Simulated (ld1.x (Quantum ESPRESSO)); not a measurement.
**cerium (Ce), PAW: configuration errors across variants**

* Element: Ce
* Generator: ld1.x (Quantum ESPRESSO) 7.5
* Type: PAW
* Functional: LDA (PZ)
* Relativity: scalar-relativistic
* Frozen core: [Kr] 4d10
* Valence charge: 12
* Reference configuration: 4f1 5s2 5p6 5d1 6s1.5 6p0 (charge +0.5)
* Partial waves: 5s (bound): rcut 2.15, rcutus 2.30 bohr; 6s (bound): rcut 2.15, rcutus 2.30 bohr; 5p (bound): rcut 3.15, rcutus 3.65 bohr; 6p (bound, empty): rcut 3.15, rcutus 3.65 bohr; 5d (bound): rcut 2.25, rcutus 2.95 bohr; 5d channel at 1.65 Ry: rcut 2.25, rcutus 2.95 bohr; 4f (bound): rcut 1.00, rcutus 1.20 bohr; 4f channel at 1.55 Ry: rcut 1.00, rcutus 1.20 bohr
* Local potential: all-electron potential smoothed inside 3.40 bohr (lloc = -1)
* Core correction: Bessel-smoothed model core, default radius (core density twice the valence density)
* Augmentation charge: GAUSS, radius 1.00 bohr

All-electron excitation energies from the reference (eV): (1) 4f1 5s2 5p6 5d1 6s2 6p0 -2.526; (2) 4f1 5s2 5p6 5d1 6s1 6p0 3.745; (3) 4f1 5s2 5p6 5d1 6s0 6p0 15.091.

The overlap operator is not positive definite (basis up to 400 Ry) in “all radii but the core radius scaled by about 0.83 (s 1.92, p 3.04, d 2.46, f 1.00 bohr, rcut 1.80/2.62/1.88/0.84); local potential all-electron potential smoothed inside 2.84 bohr (lloc = -1); augmentation GAUSS, radius 0.84 bohr”, “all radii but the core radius scaled by about 0.90 (s 2.08, p 3.30, d 2.66, f 1.08 bohr, rcut 1.94/2.86/2.04/0.90); local potential all-electron potential smoothed inside 3.08 bohr (lloc = -1); augmentation GAUSS, radius 0.90 bohr”. Such files are unfit for use, however small their errors in these radial tests.

1 further variants failed, have other tests or too few solved ones, and are left out.

Errors AE − PS in meV (a dash: test not solved or not reliable):

```tsv
change	(1)	(2)	(3)	bound ghosts
base	+2.1	+2.0	+30	none
all radii but the core radius scaled by about 0.83 (s 1.92, p 3.04, d 2.46, f 1.00 bohr, rcut 1.80/2.62/1.88/0.84); local potential all-electron potential smoothed inside 2.84 bohr (lloc = -1); augmentation GAUSS, radius 0.84 bohr	+0.6	-0.6	-2.3	not determined (overlap not positive)
all radii but the core radius scaled by about 0.90 (s 2.08, p 3.30, d 2.66, f 1.08 bohr, rcut 1.94/2.86/2.04/0.90); local potential all-electron potential smoothed inside 3.08 bohr (lloc = -1); augmentation GAUSS, radius 0.90 bohr	+0.7	-0.5	-1.7	not determined (overlap not positive)
all radii but the core radius scaled by about 1.12 (s 2.58, p 4.10, d 3.32, f 1.34 bohr, rcut 2.42/3.54/2.54/1.12); local potential all-electron potential smoothed inside 3.82 bohr (lloc = -1); augmentation GAUSS, radius 1.12 bohr	+3.3	+3.4	+39	none
all radii but the core radius scaled by about 1.17 (s 2.68, p 4.26, d 3.44, f 1.40 bohr, rcut 2.50/3.68/2.62/1.16); local potential all-electron potential smoothed inside 3.96 bohr (lloc = -1); augmentation GAUSS, radius 1.16 bohr	–	–	–	none
all radii but the core radius scaled by about 1.30 (s 3.00, p 4.76, d 3.84, f 1.56 bohr, rcut 2.80/4.10/2.94/1.30); local potential all-electron potential smoothed inside 4.42 bohr (lloc = -1); augmentation GAUSS, radius 1.30 bohr	–	–	–	none
all radii but the core radius scaled by about 1.37 (s 3.16, p 5.00, d 4.04, f 1.64 bohr, rcut 2.94/4.32/3.08/1.38); local potential all-electron potential smoothed inside 4.66 bohr (lloc = -1); augmentation GAUSS, radius 1.38 bohr	–	–	–	none
```

(1) Give the same row for: all radii but the core radius scaled by about 1.25 (s 2.86, p 4.54, d 3.68, f 1.50 bohr, rcut 2.68/3.92/2.80/1.24); local potential all-electron potential smoothed inside 4.24 bohr (lloc = -1); augmentation GAUSS, radius 1.24 bohr.

## Answers

(1) –, –, –; bound ghosts: none.
